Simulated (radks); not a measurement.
The numbers below are computed, except where a source is named.
Task: All-electron atom: Tm2+ in [Xe] 4f12 6s1 (not the ground configuration). Level of theory: scalar-relativistic Kohn-Sham, LDA (Slater exchange, Perdew-Wang correlation), spin-unpolarised, spherical densities, point nucleus (a radial shooting solver on a logarithmic mesh with Libxc functionals). Some entries of the table are withheld. Estimate them.

orbital  occ.  eigenvalue (eV)  <r^2> (bohr^2)  <r> (bohr)
1s          2        -59263.12       0.0005490     0.02002
2s          2        -10020.16        0.008524     0.08493
2p          6        -8853.263        0.006949         (1)
3s          2        -2271.038         0.05591      0.2212
3p          6        -1917.749         0.05634      0.2205
3d         10        -1480.792         0.04691      0.1999
4s          2        -466.6872          0.2798         (2)
4p          6              (3)          0.3175      0.5281
4d         10        -196.0242             (4)      0.5703
5s          2              (5)           1.643       1.208
5p          6         -47.5249           2.291       1.421
4f         12         -26.9721          0.7415      0.7516
6s          1         -17.5200           10.74       3.101

Result: 
(1) 2p <r> (bohr): 0.07544
(2) 4s <r> (bohr): 0.4977
(3) 4p eigenvalue (eV): -350.4265
(4) 4d <r^2> (bohr^2): 0.3777
(5) 5s eigenvalue (eV): -75.0518
